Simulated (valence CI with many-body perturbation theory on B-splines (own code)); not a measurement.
The numbers below are computed, except where a source is named.
## Nb34+: what the settings do

Method: configuration interaction combined with many-body perturbation theory (CI+MBPT): five valence electrons over a frozen Dirac-Fock core [He], a basis of 6 s, 6 p, 5 d, 3 f, 1 g functions for each j, with the one-electron correlation potential Σ1 (screened to all orders), the two-electron term Σ2, the three-electron term Σ3, Breit, model QED; selected single and double excitations, second order for the rest, scaled by the run's own slope (own B-spline code, finite nucleus).

No measured spectrum was set against this ion. As an estimate, large intervals hold to a few tenths of a per cent, small ones and those within an open d or f shell to about a per cent. Among the levels kept, up to 4200 cm⁻¹ of a level comes from second order outside the variational space, and about a tenth of that is noise between levels of different J, which matters for small intervals.

The reference run has the lowest level (2s^2 2p1/2^2 2p3/2) J=3/2 and an ionisation energy of 4542.48 eV. Its largest variational space holds 12641 state functions.

Levels are named by their leading jj configuration (3d3/2^4 stands for four electrons in 3d with j = 3/2), which in mixed levels can hold well under half, so a name can repeat and another be missing. Letters in brackets count levels of one name in rising energy.

Changed runs:
A. averaging of valence orbitals over low configurations on → off
B. cutoff of virtual states (hartree) 3362 → 10080
C. three-electron term on → off
D. scale of Σ1 1 → 0 (bad on purpose)

Excitation energies of the reference run in cm⁻¹, and shifts in cm⁻¹:

| Level | Reference | A | B | C | D |
| --- | --- | --- | --- | --- | --- |
| (2s^2 2p1/2 2p3/2^2) J=3/2 | 709790 | -2.0 | +29 | -52 | -380 |
| (2s^2 2p1/2 2p3/2^2) J=5/2 | 833788 | -2.0 | +30 | +177 | -393 |
| (2s^2 2p1/2 2p3/2^2) J=1/2 | 997228 | +18 | +31 | +372 | -388 |
| (2s^2 2p3/2^3) J=3/2 | 1708490 | +12 | +62 | +282 | -762 |
| (2s 2p1/2^2 2p3/2^2) J=5/2 | 1916220 | +48 | +95 | +368 | +1278 |
| (2s 2p1/2^2 2p3/2^2) J=1/2 | 2272550 | +62 | +99 | +731 | +1227 |
| (2s 2p1/2^2 2p3/2^2) J=3/2 | 2276710 | +46 | +101 | +880 | +1223 |
| (2s 2p1/2 2p3/2^3) J=3/2 [a] | 2788740 | +51 | +122 | +735 | +941 |
| (2s 2p1/2 2p3/2^3) J=5/2 | 2964640 | +54 | +125 | +880 | +904 |
| (2s 2p1/2 2p3/2^3) J=1/2 | 3147830 | +49 | +126 | +1297 | +901 |
| (2s 2p1/2 2p3/2^3) J=3/2 [b] | 3243180 | +40 | +126 | +1559 | +912 |
| (2s 2p3/2^4) J=1/2 | 4001480 | +55 | +155 | +1414 | +532 |
| Ionisation energy (eV) | 4542.48 | -0.0036 | +0.0083 | +0.12 | -0.30 |
